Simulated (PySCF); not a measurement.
How methods differ on the excitation energy of He

He 1s2 (1S) → He 1s1 2s1 (3S), as a difference of total energies. Calculation: PySCF 2.14, in aug-cc-pVTZ with one added diffuse shell each of s, p, d type (5s4p3d, 32 functions); no relativity, point nucleus. Correlated levels: valence: nothing frozen. The calculations carry no spin-orbit coupling.

Q: Order these methods by the excitation energy they give, lowest first.
A. BP86
B. CAM-B3LYP
C. TPSSh
D. LDA

A: D (19.464 eV), C (19.871 eV), A (19.907 eV), B (19.970 eV).

Errors of the correlated levels include the incompleteness of this basis.

For comparison: 19.820 eV (measured; NIST levels).
